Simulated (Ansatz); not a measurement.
Start from `[CH3][In]([NH2])[GeH3]` and change one atom or group to get `[CH3][In]([NH2])[Br]`.

Ansatz, PBE0-D4/def2-TZVP geometries, multiplicity 1. Each molecule was computed in one conformer, which needn't be the lowest.

Elements past krypton have def2 core potentials. Scalar relativity is left out up to krypton.

```
                                                                                  property  `[CH3][In]([NH2])[GeH3]`
ideal-gas entropy at 298 K and 1 bar (rigid rotor, harmonic PBE0-D4/def2-TZVP) / J/(mol·K)                       428
                                            size of the dipole moment (PBE/def2-TZVPP) / D                      1.07
                                                     HOMO energy (ωB97M-V/def2-TZVPP) / eV                     -9.15
                                                       LUMO energy (B3LYP/def2-TZVPP) / eV                     -1.25
                                                       HOMO energy (B3LYP/def2-TZVPP) / eV                     -6.61
                                        size of the dipole moment (ωB97M-V/def2-TZVPP) / D                      0.94
```

(1) Give the same properties after the change, and the shifts. (Best estimate.)

## Answers

(1) Computed: 
| property | `[CH3][In]([NH2])[Br]` | shift |
| --- | --- | --- |
| ideal-gas entropy at 298 K and 1 bar (rigid rotor, harmonic PBE0-D4/def2-TZVP) / J/(mol·K) | 384 | -44 |
| size of the dipole moment (PBE/def2-TZVPP) / D | 3.45 | 2.38 |
| HOMO energy (ωB97M-V/def2-TZVPP) / eV | -9.61 | -0.46 |
| LUMO energy (B3LYP/def2-TZVPP) / eV | -1.29 | -0.04 |
| HOMO energy (B3LYP/def2-TZVPP) / eV | -7.05 | -0.44 |
| size of the dipole moment (ωB97M-V/def2-TZVPP) / D | 3.54 | 2.60 |

The zero-point energy changes by -56.5 kJ/mol with -9 modes. Dipoles are sizes alone; their direction can turn. Modes under 60 cm⁻¹, often nearly free rotors, make the harmonic entropy too high.

B3LYP here is the variant with VWN-RPA as its local correlation; programs differ in this.

Spin–orbit coupling is left out; it splits and shifts lone-pair levels of the heavy atoms by tenths of an eV.
